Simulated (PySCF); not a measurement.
Compound: CF3(CH2)2OH, C₃H₅F₃O.
Numbering: `[OH:1][CH2:2][CH2:3][C:4]([F:5])([F:6])[F:7]` (hydrogens: H8 on O1; H9, H10 on C2; H11, H12 on C3)

The same species was optimised twice, with GFN2-xTB and with PBE0-D3(BJ)/def2-SVP (PySCF), and the same property calculations (PySCF, gas phase) were run on both structures.

```json
{"coordinate": "C2–C3 (Å)", "GFN2-xTB": "1.539", "PBE0-D3(BJ)/def2-SVP": "1.524", "change": "-0.015"}
{"coordinate": "C3–C4 (Å)", "GFN2-xTB": "1.513", "PBE0-D3(BJ)/def2-SVP": "1.504", "change": "-0.009"}
{"coordinate": "C4–F5 (Å)", "GFN2-xTB": "1.342", "PBE0-D3(BJ)/def2-SVP": "1.336", "change": "-0.006"}
{"coordinate": "C4–F6 (Å)", "GFN2-xTB": "1.343", "PBE0-D3(BJ)/def2-SVP": "1.340", "change": "-0.003"}
{"coordinate": "O1–C2 (Å)", "GFN2-xTB": "1.399", "PBE0-D3(BJ)/def2-SVP": "1.398", "change": "-0.001"}
{"coordinate": "C4–F7 (Å)", "GFN2-xTB": "1.340", "PBE0-D3(BJ)/def2-SVP": "1.338", "change": "-0.002"}
{"coordinate": "C2–C3–C4 (°)", "GFN2-xTB": "111.1", "PBE0-D3(BJ)/def2-SVP": "113.5", "change": "+2.4"}
{"coordinate": "C3–C4–F7 (°)", "GFN2-xTB": "112.7", "PBE0-D3(BJ)/def2-SVP": "111.6", "change": "-1.1"}
{"coordinate": "F5–C4–F6 (°)", "GFN2-xTB": "106.4", "PBE0-D3(BJ)/def2-SVP": "107.4", "change": "+1.0"}
{"coordinate": "F5–C4–F7 (°)", "GFN2-xTB": "106.6", "PBE0-D3(BJ)/def2-SVP": "107.5", "change": "+0.9"}
{"coordinate": "F6–C4–F7 (°)", "GFN2-xTB": "106.4", "PBE0-D3(BJ)/def2-SVP": "107.1", "change": "+0.7"}
{"coordinate": "C3–C4–F6 (°)", "GFN2-xTB": "112.3", "PBE0-D3(BJ)/def2-SVP": "111.6", "change": "-0.7"}
{"coordinate": "C3–C4–F5 (°)", "GFN2-xTB": "112.0", "PBE0-D3(BJ)/def2-SVP": "111.4", "change": "-0.6"}
{"coordinate": "O1–C2–C3 (°)", "GFN2-xTB": "112.0", "PBE0-D3(BJ)/def2-SVP": "112.1", "change": "+0.1"}
{"coordinate": "O1–C2–C3–C4 (°)", "GFN2-xTB": "-178", "PBE0-D3(BJ)/def2-SVP": "-179", "change": "-1"}
{"coordinate": "C2–C3–C4–F5 (°)", "GFN2-xTB": "180", "PBE0-D3(BJ)/def2-SVP": "178", "change": "-2"}
```

Rotational constants: A = 5079, B = 1456, C = 1438 MHz (GFN2-xTB) against A = 5054, B = 1461, C = 1443 MHz (PBE0-D3(BJ)/def2-SVP).

On the GFN2-xTB structure: HOMO (eV) -8.33 [PBE0/pcSseg-1]; LUMO (eV) 1.00 [PBE0/pcSseg-1]; dipole (D) 2.01 [PBE0/pcSseg-1]; GIAO shielding of O1 (ppm) 303.1 [PBE0/pcSseg-1]; GIAO shielding of C2 (ppm) 124.7 [PBE0/pcSseg-1]; GIAO shielding of C3 (ppm) 143.5 [PBE0/pcSseg-1]; GIAO shielding of C4 (ppm) 52.8 [PBE0/pcSseg-1]; GIAO shielding of F5/F6/F7 (mean) (ppm) 255.2 [PBE0/pcSseg-1].

Problem. What do these properties become on the PBE0-D3(BJ)/def2-SVP structure?

Solution. 
| property | level | on GFN2-xTB | on PBE0-D3(BJ)/def2-SVP | change |
| --- | --- | --- | --- | --- |
| HOMO (eV) | PBE0/pcSseg-1 | -8.33 | -8.37 | -0.04 |
| LUMO (eV) | PBE0/pcSseg-1 | 1.00 | 1.02 | +0.02 |
| dipole (D) | PBE0/pcSseg-1 | 2.01 | 1.90 | -0.11 |
| energy, GFN2-xTB geometry as zero (kcal/mol) | PBE0/pcSseg-1 | 0.0 | -0.3 | -0.3 |
| GIAO shielding of O1 (ppm) | PBE0/pcSseg-1 | 303.1 | 303.5 | +0.4 |
| GIAO shielding of C2 (ppm) | PBE0/pcSseg-1 | 124.7 | 125.6 | +0.9 |
| GIAO shielding of C3 (ppm) | PBE0/pcSseg-1 | 143.5 | 143.0 | -0.5 |
| GIAO shielding of C4 (ppm) | PBE0/pcSseg-1 | 52.8 | 54.2 | +1.4 |
| GIAO shielding of F5/F6/F7 (mean) (ppm) | PBE0/pcSseg-1 | 255.2 | 258.9 | +3.7 |

The heavy atoms differ by 0.025 Å rms after alignment. Among bonds between heavy atoms C2–C3 changes most (-0.015 Å). Changes are differences of the printed values. Neither structure is proved a minimum here.

The values belong to the conformer `[OH:1][CH2:2][CH2:3][C:4]([F:5])([F:6])[F:7]`: O1–C2–C3–C4 -179°, C2–C3–C4–F5 178°, H–O1–C2–C3 -68°.
